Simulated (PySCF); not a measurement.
Predicted microwave data (PySCF 2.14.0, PBE0-D3(BJ)/def2-SVP geometry optimisation, gas phase) for one isomer of C6H15BN2:

* Rotational constants: A = 2254, B = 1450, C = 1128 MHz
* Dipole components: |μa| = 3.64 D, |μb| = 0.21 D, |μc| = 3.17 D
* Inertial defect: -124.65 u·Å²
* κ: -0.43

Task: Which candidate fits, each taken in the one conformer that was computed?
A. `[CH3:1][NH2+:2][B@-:3]([CH3:4])([C:5]#[N:6])[CH:7]([CH3:8])[CH3:9]` with C1–N2–B3–C4 60°, N2–B3–C7–C8 -68°
B. `[H]/[N:9]=[CH:8]/[C@H:7]1[N+:2]([CH3:1])([CH3:3])[BH2-:4][CH2:5][CH2:6]1` with C6–C7–C8–N9 -140°, C1–N2–B4–C5 -159°, N2–B4–C5–C6 23°, B4–C5–C6–C7 2°, C5–C6–C7–C8 -155°
C. `[CH3:1][CH:2]([CH3:3])[N:4]([BH:5][NH2:6])[CH:7]1[CH2:8][CH2:9]1` with C1–C2–N4–B5 -60°, C2–N4–B5–N6 -169°, C2–N4–C7–C8 -62°

Result: B. It is [H]/N=C/[C@@H]1CC[BH2-][N+]1(C)C, an asymmetric top, point group C1. The candidates at the same level (rigid rotor, commonest isotopes):

| SMILES | A (MHz) | B (MHz) | C (MHz) | μa (D) | μb (D) | μc (D) | Δ (u·Å²) | point group | rotor |
| --- | --- | --- | --- | --- | --- | --- | --- | --- | --- |
| [H]/N=C/[C@@H]1CC[BH2-][N+]1(C)C | 2254 | 1450 | 1128 | 3.64 | 0.21 | 3.17 | -124.65 | C1 | asymmetric top |
| CC(C)N(BN)C1CC1 | 1956 | 1297 | 974.4 | 1.17 | 0.23 | 0.48 | -129.46 | C1 | asymmetric top |
| C[NH2+][B@-](C)(C#N)C(C)C | 1727 | 1250 | 1061 | 1.09 | 5.34 | 3.38 | -220.72 | C1 | asymmetric top |

`C[NH2+][B@-](C)(C#N)C(C)C` has A 23 % too low; `CC(C)N(BN)C1CC1` has C 14 % too low. No structure here is proved a minimum.
